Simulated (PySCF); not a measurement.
Members of one family of related compounds. Method: TDDFT B3LYP/def2-SVPD, vertical, gas phase, core orbitals frozen in the response in PySCF. Geometries: PBE0-D3(BJ)/def2-SVP; one conformer of each isolated species. Triplets are in the Tamm–Dancoff approximation. 'Strongest' means the level of largest summed f among the lowest 10 singlets; it needn't be the same kind of state in each. Relativistic effects are left out although some hold elements past zinc.

**Question.** Rank by computed lowest singlet excitation energy, lowest first.
A. `O[SiH2]S`
B. `CC(=S)[SiH2]O`
C. `O[SiH2][O][GeH3]`
D. `CC(C)(C)[SiH2]O`
E. `O=CN[SiH2]O`
F. `NC(=O)[SiH2]O`
G. `[SiH2](B)O`
H. `CS[SiH2]O`

**Answer.** B (2.35 eV), G (3.86 eV), F (4.99 eV), H (5.25 eV), E (5.60 eV), A (6.02 eV), D (6.30 eV), C (6.63 eV).

| SMILES | S1 (eV) | HOMO (eV) | f (S1) | LUMO (eV) | f (strongest) | T1 (eV) | S1 mainly |
| --- | --- | --- | --- | --- | --- | --- | --- |
| CC(=S)[SiH2]O | 2.35 | -6.65 | 0.000 | -2.94 | 0.16 | 1.85 | H→L (100%) |
| B[SiH2]O | 3.86 | -7.82 | 0.004 | -2.72 | 0.09 | 3.09 | H→L (97%) |
| NC(=O)[SiH2]O | 4.99 | -7.38 | 0.003 | -0.79 | 0.18 | 4.37 | H→L (98%) |
| CS[SiH2]O | 5.25 | -6.83 | 0.007 | -0.53 | 0.04 | 4.94 | H→L (95%) |
| O=CN[SiH2]O | 5.60 | -7.98 | 0.001 | -0.60 | 0.12 | 5.13 | H→L (99%) |
| O[SiH2]S | 6.02 | -7.49 | 0.026 | -0.40 | 0.05 | 5.62 | H→L (74%) |
| CC(C)(C)[SiH2]O | 6.30 | -7.44 | 0.000 | -0.19 | 0.19 | 6.12 | H→L (98%) |
| O[SiH2][O][GeH3] | 6.63 | -7.97 | 0.005 | -0.32 | 0.06 | 6.33 | H→L (89%) |

H and L stand for HOMO and LUMO.

Mean S1 by what the SMILES shows (count): single bonds only 5.61 eV (5); a double or triple bond but no aromatic ring 4.31 eV (3).
